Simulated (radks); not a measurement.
The tantalum ion Ta2+ inside a hard spherical wall (all orbitals vanish at R), configuration held at [Xe] 4f14 5d3 and not refilled when levels cross. All-electron calculation, scalar-relativistic Kohn-Sham, LDA (Slater exchange, VWN5 correlation), spin-polarised, spherical densities, finite nucleus; open shells are filled with parallel spins first (spin-orbit coupling, left out, can overturn this in heavy ions); Fermi nuclear charge, rms radius 5.3507 fm. Program: a radial shooting solver on a logarithmic mesh with Libxc functionals. Eigenvalues in eV for spin up, with the zero of energy where the potential of the charges vanishes at infinity; a dash marks a level that is unbound or too diffuse for the functional's potential to be trusted. A positive occupied level is held by the wall or, in an anion where self-interaction has pushed it up, behind a barrier. The pressure on the wall is -dE/dV.

| R (bohr) | E (hartree) | kinetic (hartree) | e(5s) | e(5p) | e(4f) | e(5d) | e(6s, empty) | e(6p, empty) | pressure (GPa) |
|---|---|---|---|---|---|---|---|---|---|
| free | -15592.2800 | 17121.331 | -89.253 | -55.805 | -40.647 | -19.380 | -19.358 | -13.079 | 0 |
| 20 | -15592.2800 | 17121.331 | -89.253 | -55.805 | -40.647 | -19.380 | -19.358 | -13.079 | < 0.0001 |
| 15 | -15592.2800 | 17121.331 | -89.253 | -55.805 | -40.647 | -19.380 | -19.358 | -13.079 | < 0.0001 |
| 12 | -15592.2800 | 17121.331 | -89.253 | -55.805 | -40.647 | -19.380 | -19.358 | -13.078 | < 0.0001 |
| 10 | -15592.2800 | 17121.331 | -89.253 | -55.805 | -40.647 | -19.380 | -19.358 | -13.076 | < 0.0001 |
| 7 | -15592.2796 | 17121.336 | -89.226 | -55.780 | -40.619 | -19.356 | -19.315 | -12.864 | 0.0390 |
| 5 | -15592.2625 | 17121.465 | -88.687 | -55.276 | -40.051 | -18.815 | -18.210 | -10.336 | 2.92 |
| 4 | -15592.1771 | 17121.945 | -87.239 | -53.931 | -38.479 | -17.068 | -14.267 | -3.652 | 26.8 |
| 3 | -15591.5947 | 17124.880 | -82.383 | -49.177 | -32.869 | -9.706 | 3.753 | 21.772 | 370 |
| 2.5 | -15590.1968 | 17131.670 | -75.330 | -41.472 | -24.438 | 2.153 | 33.409 | 59.072 | 1860 |
| 1.5 | -15558.5936 | 17255.140 | 12.260 | 63.141 | 56.278 | 139.19 | 355.86 | 416.60 | 115000 |
